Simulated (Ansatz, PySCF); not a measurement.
This PySCF input computes a PBE/def2-TZVPD energy:

```python
from pyscf import gto, scf, dft

mol = gto.M(
    atom='''
    Pb   -0.00000000   -0.00000000   -0.78916918
    Br    0.00000000    0.00000000    1.84891064
    ''',
    basis='def2-tzvpd',
    ecp='def2-tzvp',
    charge=0,
    spin=1,
    symmetry='C2v',
    verbose=4,
)

mf = dft.UKS(mol, xc='pbe').density_fit(auxbasis='def2-universal-jkfit')
mf.grids.level = 3
mf.conv_tol = 1e-9
mf.max_cycle = 100
mf.max_memory = 1500
mf.kernel()
if not mf.converged:
    mf = mf.newton()
    mf.kernel(mf.make_rdm1())
mf.analyze()
```

**Question.** Write an input for the same energy in Ansatz (a program for electronic structure) and say what it gives.

**Answer.** 
Ansatz 0.2 input:
```yaml
crystal:
  periodic: [false, false, false]
  atoms:
    - {symbol: Pb, position_ang: [-0.00000000, -0.00000000, -0.78916918]}
    - {symbol: Br, position_ang: [0.00000000, 0.00000000, 1.84891064]}
basis:
  gaussian:
    orbitals: def2-TZVPD
hamiltonian:
  xc: {name: PBE}
magnetization: {spin_polarized: true, initial_magnetization: 1}
output: {forces: true}
```
It gives -2766.71921 Eh, and PySCF -2766.71924 Eh, a difference of 0.03 mEh, from the treatment of integrals and grids.
